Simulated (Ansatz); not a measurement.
C2H6SeSi can be A, `[SiH3]CC=[Se]`, or B, `C[SiH]1C[Se]1`.

Isolated molecules relaxed with PBE0-D4/def2-TZVP in Ansatz; ΔE leaves out vibrations. CBS: MP2 limit from def2 TZ/QZ plus the TZ coupled-cluster correction, frozen cores. DFT in def2-TZVPP. B3LYP here is the variant with VWN-RPA as its local correlation; programs differ in this. For Se outer-core shells are correlated without core-valence functions, which leaves a few kJ/mol of doubt a bond. Scalar relativity is left out up to krypton. Each species was taken in one conformer, which may not be the lowest.

A:

Z-matrix (Å, degrees):
```
Si
C 1 1.905
H 1 1.482 2 109.0
H 1 1.486 2 108.7 3 120.4
H 1 1.485 2 109.4 3 -120.2
C 2 1.465 1 108.7 3 65.3
H 2 1.092 1 107.0 3 -56.1
H 2 1.095 1 106.5 3 -174.1
Se 6 1.759 2 126.4 1 -95.6
H 6 1.091 2 115.4 1 81.2
```

B:

Z-matrix (Å, degrees):
```
C
Si 1 1.856
H 1 1.092 2 110.6
H 1 1.093 2 110.5 3 119.7
H 1 1.091 2 110.1 3 -119.8
C 2 1.838 1 120.3 3 152.6
Se 2 2.230 1 120.1 3 83.4
H 2 1.482 1 113.5 3 -61.9
H 6 1.085 2 120.6 1 146.8
H 6 1.085 2 120.1 1 -4.9
```

Which isomer does CCSD(T)/CBS put lower? Give the gap. (An estimate is asked.)

Computed: B, by 31.7 kcal/mol.

Give E(B) − E(A) in kcal/mol with r2SCAN-D4, B3LYP, B2PLYP, CCSD/def2-TZVPP, ωB97M-V, CCSD(T)/def2-TZVPP, MP2/def2-TZVPP. (Best estimate.)

Ansatz gave: r2SCAN-D4 -33.9, B3LYP -29.4, B2PLYP -30.2, CCSD/def2-TZVPP -31.1, ωB97M-V -33.8, CCSD(T)/def2-TZVPP -30.4, MP2/def2-TZVPP -33.1. None reverses the order clearly.

Largest T1 diagnostic: 0.016.

In def2-TZVPP, CCSD(T) changes the Hartree–Fock value by −1.5 kcal/mol (the triples alone add +0.6 kcal/mol) and MP2 by −4.2 kcal/mol. From PBE to PBE0 (25 % exact exchange), in def2-TZVPP and without D4, E(B) − E(A) moves by −2.4 kcal/mol.
